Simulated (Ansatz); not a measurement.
Consider the redistribution: `N[SiH2]C=O` + `O[SiH](O)Br` → `N[SiH](Br)C=O` + `O[SiH2]O`.

Calculated with Ansatz (gas phase, PBE0-D4/def2-TZVP geometries, no zero-point term in ΔE). CCSD(T)/CBS adds triple-zeta CCSD(T) − MP2 to the extrapolated MP2 energy (def2 sets, frozen cores). DFT in def2-TZVPP. For Br outer-core shells are correlated without core-valence functions, which leaves a few kJ/mol of doubt a bond. Scalar relativity is left out up to krypton. One conformer a species, not always the lowest.

`N[SiH2]C=O`:

Cartesian coordinates in Å:
```
N -0.146 1.047 1.013
Si 0.268 -0.502 0.453
C -0.055 -0.386 -1.439
O -0.542 0.610 -1.919
H -0.263 1.311 1.974
H -0.605 1.669 0.365
H -0.550 -1.634 0.983
H 1.694 -0.872 0.675
H 0.200 -1.242 -2.107
```

`O[SiH](O)Br`:

```xyz
7

O     1.042    1.096    0.494
Si   -0.025    0.196   -0.330
O    -1.232   -0.277    0.659
Br    0.913   -1.646   -1.167
H     1.416    0.740    1.302
H    -0.478    1.024   -1.457
H    -1.635   -1.132    0.499
```

`N[SiH](Br)C=O`:

```xyz
9

N    -0.123   -1.073    1.023
Si    0.281    0.443    0.404
Br    2.429    0.794   -0.132
C    -0.614    0.523   -1.292
O    -1.145   -0.463   -1.739
H     0.197   -1.425    1.909
H    -0.370   -1.803    0.372
H    -0.056    1.538    1.341
H    -0.600    1.465   -1.887
```

`O[SiH2]O`:

Z-matrix (Å, degrees):
```
Si
O 1 1.642
O 1 1.642 2 113.5
H 1 1.481 2 111.5 3 116.9
H 1 1.481 2 103.8 3 -121.2
H 2 0.958 1 117.7 3 -66.0
H 3 0.958 1 117.7 2 -66.0
```

Q: Is it downhill or uphill in electronic energy at CCSD(T)/CBS, and by how much? (Estimate.)

A: Ansatz gave: Nearly level: ΔE = -0.7 kcal/mol.

Q: What do these levels give: PBE-D4, PBE0-D4, PBE, r2SCAN, MP2/def2-TZVPP, MP2/def2-QZVPP? (Estimate.)

A: Ansatz gave: PBE-D4 -0.8, PBE0-D4 -0.4, PBE -0.6, r2SCAN -0.1, MP2/def2-TZVPP -1.2, MP2/def2-QZVPP -1.1 kcal/mol.

Largest T1 diagnostic among the species: 0.014.

In def2-TZVPP, CCSD(T) changes the Hartree–Fock value by −0.8 kcal/mol (the triples alone add −0.2 kcal/mol) and MP2 by −1.2 kcal/mol.
